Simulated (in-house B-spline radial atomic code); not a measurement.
Ionisation energies along the 31-electron series, configuration [Ar] 3d10 4s2 4p1, as differences of self-consistent energies. NIST's values go from ground level to ground level; the uncertainty of those that are theory runs from under 0.1 % in few-electron ions to several per cent in heavy many-electron ones. Computed with a B-spline radial code for spherical atoms: non-relativistic Hartree-Fock, average of the configuration, point nuclei.

This level leaves out relativity, spin-orbit splitting included, which matters for heavy ions.

| ion | configuration after | ionisation energy (eV) | IE/(q+1)² (eV) | -ε less Coulomb ΔSCF (eV) | tabulated value (eV) | computed minus tabulated (eV) |
| --- | --- | --- | --- | --- | --- | --- |
| Ga | [Ar] 3d10 4s2 | 5.5 | 5.4773 | 0.19626 | 5.999302 | -0.5 |
| Ge+ | [Ar] 3d10 4s2 | 15.2 | 3.7877 | 0.21073 | 15.93461 | -0.8 |
| As2+ | [Ar] 3d10 4s2 | 27.3 | 3.0368 | 0.21071 | 28.349 | -1.0 |
| Se3+ | [Ar] 3d10 4s2 | 41.7 | 2.6075 | 0.21018 | 42.947 | -1.2 |
| Br4+ | [Ar] 3d10 4s2 | 58.2 | 2.3267 | 0.2106 | 59.595 | -1.4 |
| Kr5+ | [Ar] 3d10 4s2 | 76.6 | 2.1273 | 0.21192 | 78.49 | -1.9 |
| Rb6+ | [Ar] 3d10 4s2 | 96.9 | 1.9777 | 0.21389 | 98.67 | -1.8 |
| Sr7+ | [Ar] 3d10 4s2 | 119.1 | 1.861 | 0.21628 | 121.21 | -2.1 |
| Zr9+ | [Ar] 3d10 4s2 | 169.0 | 1.6898 | 0.22176 | 172.02 | -3.0 |
| Nb10+ | [Ar] 3d10 4s2 | 196.6 | 1.625 | 0.22465 | 200.28 | -3.6 |
| Mo11+ | [Ar] 3d10 4s2 | 226.1 | 1.5699 | 0.22756 | 230.28 | -4.2 |
| Tc12+ | [Ar] 3d10 4s2 | 257.3 | 1.5223 | 0.23046 | 262.08 | -4.8 |
| Ru13+ | [Ar] 3d10 4s2 | 290.2 | 1.4808 | 0.23331 | 295.9 | -5.7 |
| Rh14+ | [Ar] 3d10 4s2 | 325.0 | 1.4442 | 0.23611 | 331.58 | -6.6 |
| Pd15+ | [Ar] 3d10 4s2 | 361.4 | 1.4118 | 0.23884 | 369.1 | -7.7 |
| Ag16+ | [Ar] 3d10 4s2 | 399.6 | 1.3828 | 0.2415 | 408.43 | -8.8 |
| Cd17+ | [Ar] 3d10 4s2 | 439.6 | 1.3568 | 0.24408 | 452.6 | -13.0 |

**Question.** How far is this level of theory from the measured and semi-empirical values?

**Answer.** Over those 17 rows the differences run from -13 to -0.522 eV (mean absolute value 4 eV). The calculation leaves out relativity, correlation and, in open shells, the multiplet splittings that an average leaves out.
